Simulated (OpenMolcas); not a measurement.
Cr2+, Mo2+, W2+: d⁴ down the group

```
Program             : OpenMolcas 26.06
Method              : SS-CASPT2, IPEA 0.25 Eh, imaginary shift 0.1 Eh
Basis               : ANO-RCC-VTZP
Scalar Hamiltonian  : DKH2, point nucleus
Spin-orbit coupling : RASSI with atomic mean-field integrals over the reference wave functions, term energies averaged over their components
```

Active space for each ion: 4 electrons in 6 orbitals (d s); closed shells correlated by CASPT2: Cr2+ 3s 3p; Mo2+ 4s 4p; W2+ 5s 5p.

Computed levels in cm-1 above ⁵D₀:

```json
{"Level": "⁵D₁", "Cr2+": "70.8", "Mo2+": "247", "W2+": "2460"}
{"Level": "⁵D₂", "Cr2+": "209", "Mo2+": "686", "W2+": "4870"}
{"Level": "⁵D₃", "Cr2+": "410", "Mo2+": "1260", "W2+": "6820"}
{"Level": "⁵D₄", "Cr2+": "668", "Mo2+": "1931", "W2+": "8290"}
{"Level": "³H₄", "Cr2+": "17780", "Mo2+": "13970", "W2+": "15350"}
{"Level": "³H₅", "Cr2+": "17930", "Mo2+": "14550", "W2+": "18640"}
{"Level": "³H₆", "Cr2+": "18100", "Mo2+": "15080", "W2+": "20390"}
{"Level": "³F₂(1)", "Cr2+": "18940", "Mo2+": "15130", "W2+": "15310"}
{"Level": "³G₄", "Cr2+": "21510", "Mo2+": "17660", "W2+": "22470"}
{"Level": "weight of ⁵D in the lowest level (%)", "Cr2+": "100", "Mo2+": "98", "W2+": "65"}
```

Mixed levels, with the weight of the term that names them: W2+ ⁵D₀ (65 %), W2+ ³H₄ (50 %), W2+ ³H₅ (70 %), W2+ ³F₂(1) (69 %), W2+ ³G₄ (52 %).

Measured, with the error of the calculation in %. Measured levels: Cr2+ from Sugar and Corliss, J. Phys. Chem. Ref. Data 6, 317 (1977); Mo2+ from Sugar and Musgrove, J. Phys. Chem. Ref. Data 17, 155 (1988); W2+ from NIST levels as listed in McCann et al., Mon. Not. R. Astron. Soc. 538, 537 (2025).

```
 Level          Cr2+           Mo2+          W2+
   ⁵D₁  62.2 (+13.8)     242 (+2.2)  2256 (+8.8)
   ⁵D₂   183 (+14.3)     668 (+2.7)  4461 (+9.2)
   ⁵D₃   357 (+15.1)    1224 (+3.0)  6278 (+8.6)
   ⁵D₄   576 (+16.0)    1872 (+3.1)  7687 (+7.9)
   ³H₄  17274 (+3.0)  12680 (+10.1)             
   ³H₅  17397 (+3.1)   13276 (+9.6)             
   ³H₆  17531 (+3.2)   13811 (+9.2)             
³F₂(1)  18452 (+2.7)   13929 (+8.7)             
   ³G₄  20853 (+3.2)   16283 (+8.5)
```

The fine-structure level ⁵D₄ changes by a factor of 12.4 from Cr2+ to W2+.

Without spin-orbit coupling ³H lies 17560, 13510, 12490 cm-1 above ⁵D in that order; the difference to the level ³H₄, of either sign, comes from spin-orbit coupling, which also lowers the zero.

CASPT2 breaks the degeneracy within a term, and the mean is taken; among the terms shown or strongly mixed into the levels shown the widest spread is 280 cm-1 (5d⁴ ¹G(1), W2+). Configurations are named by rounded mean occupations; where the s occupation lies near a half they are strongly mixed, a name can repeat and a true partner stay unpaired. Some high roots are left out of the spin-orbit mixing, which shifts the levels that they would mix with (holds for W2+). The CASPT2 spread within a term exceeds the gap to the next term for 5d⁴ ¹G(1) and 5d⁴ ¹I, so the order of their levels is uncertain (holds for W2+). Measured partners are found by configuration, term and J. A level has none where our copy of the source lacks it or the pairing is in doubt (some pairs that miss far off the trend of their configuration count as doubtful), and it then counts in no deviation. Levels of configurations outside the active space are missing.

A number in round brackets counts repeated terms of one configuration in the order of the reference energies.
